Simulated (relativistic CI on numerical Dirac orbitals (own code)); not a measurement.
## Nd²⁺ (4f4) in a crystal field

Calculated by Dirac-Coulomb-Breit CI, orbitals from a KLI potential per configuration, model QED (radiative potential, 1s self-energy scaled to tabulated hydrogen-like ionisation energies), valence Slater integrals scaled by 0.75, one configuration in a parametric crystal field (own radial code).

Field parameters in Wybourne normalisation; cubic f-shell fields have B⁴₄ = √(5/14) B⁴₀ and B⁶₄ = −√(7/2) B⁶₀. The field is a parameter set, without covalency.

S and J are read from ⟨S²⟩ = S(S + 1) and ⟨J²⟩ = J(J + 1) of each level; they are not fictitious spins.

Oh, B40 = 370, B60 = 80 cm⁻¹, the lowest 10 levels:

```
E (cm⁻¹)  Degeneracy  Irrep     S     J
     0.0           3     T2  1.98  4.00
    39.3           1     A1  1.98  4.00
    53.3           3     T1  1.98  4.00
    64.7           2      E  1.98  4.00
    1139           3     T1  1.99  5.00
    1145           2      E  1.99  5.00
    1151           3     T2  1.99  5.00
    1171           3     T1  1.99  5.00
    2355           1     A1  1.99  6.00
    2359           3     T1  1.99  6.00
```

Oh, B40 = -720, B60 = 390 cm⁻¹, the lowest 16 levels:

| E (cm⁻¹) | Degeneracy | Irrep | S | J |
| --- | --- | --- | --- | --- |
| 0.0 | 1 | A1 | 1.98 | 4.00 |
| 149 | 3 | T1 | 1.98 | 4.04 |
| 218 | 3 | T2 | 1.98 | 4.02 |
| 312 | 2 | E | 1.98 | 4.01 |
| 1270 | 3 | T2 | 1.99 | 5.01 |
| 1340 | 2 | E | 1.99 | 5.02 |
| 1343 | 3 | T1 | 1.99 | 5.00 |
| 1360 | 3 | T1 | 1.99 | 4.99 |
| 2471 | 1 | A2 | 1.99 | 6.01 |
| 2508 | 3 | T2 | 1.99 | 6.01 |
| 2551 | 3 | T1 | 1.99 | 6.01 |
| 2560 | 2 | E | 1.99 | 5.98 |
| 2565 | 1 | A1 | 1.99 | 6.01 |
| 2584 | 3 | T2 | 1.99 | 6.00 |
| 3809 | 3 | T1 | 1.98 | 6.99 |
| 3815 | 1 | A2 | 1.98 | 6.99 |

C2v, B20 = -10, B22 = 210, B40 = -380, B42 = 50, B44 = -400, B60 = -450, B62 = 140, B64 = -350, B66 = -60 cm⁻¹, the lowest 16 levels:

| E (cm⁻¹) | Degeneracy | S | J |
| --- | --- | --- | --- |
| 0.0 | 1 | 1.98 | 4.00 |
| 35.8 | 1 | 1.98 | 4.01 |
| 55.0 | 1 | 1.98 | 4.01 |
| 90.2 | 1 | 1.98 | 4.00 |
| 96.0 | 1 | 1.98 | 4.01 |
| 111 | 1 | 1.98 | 4.01 |
| 152 | 1 | 1.98 | 4.02 |
| 171 | 1 | 1.98 | 4.01 |
| 190 | 1 | 1.98 | 4.01 |
| 1176 | 1 | 1.99 | 5.00 |
| 1181 | 1 | 1.99 | 5.00 |
| 1205 | 1 | 1.99 | 5.00 |
| 1210 | 1 | 1.99 | 5.00 |
| 1213 | 1 | 1.99 | 5.00 |
| 1215 | 1 | 1.99 | 5.00 |
| 1230 | 1 | 1.99 | 5.00 |

Oh, B40 = -260, B60 = 300 cm⁻¹, the lowest 16 levels:

| E (cm⁻¹) | Degeneracy | Irrep | S | J |
| --- | --- | --- | --- | --- |
| 0.0 | 1 | A1 | 1.98 | 4.00 |
| 111 | 3 | T1 | 1.98 | 4.02 |
| 124 | 3 | T2 | 1.98 | 4.01 |
| 221 | 2 | E | 1.98 | 4.01 |
| 1217 | 3 | T2 | 1.99 | 5.00 |
| 1259 | 3 | T1 | 1.99 | 5.00 |
| 1260 | 2 | E | 1.99 | 5.01 |
| 1279 | 3 | T1 | 1.99 | 4.99 |
| 2426 | 1 | A2 | 1.99 | 6.00 |
| 2449 | 3 | T2 | 1.99 | 6.00 |
| 2472 | 3 | T1 | 1.99 | 6.01 |
| 2478 | 1 | A1 | 1.99 | 6.00 |
| 2484 | 2 | E | 1.99 | 5.99 |
| 2499 | 3 | T2 | 1.99 | 6.00 |
| 3739 | 1 | A2 | 1.98 | 7.00 |
| 3745 | 3 | T2 | 1.98 | 7.00 |

Oh, B40 = -570, B60 = -320 cm⁻¹, the lowest 16 levels:

```
E (cm⁻¹)  Degeneracy  Irrep     S     J
     0.0           2      E  1.98  4.01
    57.1           3     T1  1.98  4.03
     178           1     A1  1.98  4.01
     186           3     T2  1.98  4.01
    1180           3     T1  1.99  5.00
    1231           2      E  1.99  5.00
    1240           3     T2  1.99  5.01
    1265           3     T1  1.99  4.99
    2406           3     T2  1.99  6.00
    2413           2      E  1.99  6.00
    2468           3     T1  1.99  6.00
    2469           3     T2  1.99  6.00
    2477           1     A2  1.99  6.00
    2481           1     A1  1.99  6.00
    3699           3     T1  1.98  7.00
    3703           3     T2  1.98  6.99
```

The next free-ion level lies 1114 cm⁻¹ above the lowest; the field splits the ground level into components whose J stays near 4 as long as their spread is small against that gap.

Levels of this model without a field, named by their leading LS term (the scale mimics covalency, so terms lie below those of the real free ion): 5I_4 0, 5I_5 1114, 5I_6 2333, 5I_7 3620, 5I_8 4947, 5F_1 10340, 5F_2 10686, 5F_3 11340 cm⁻¹.
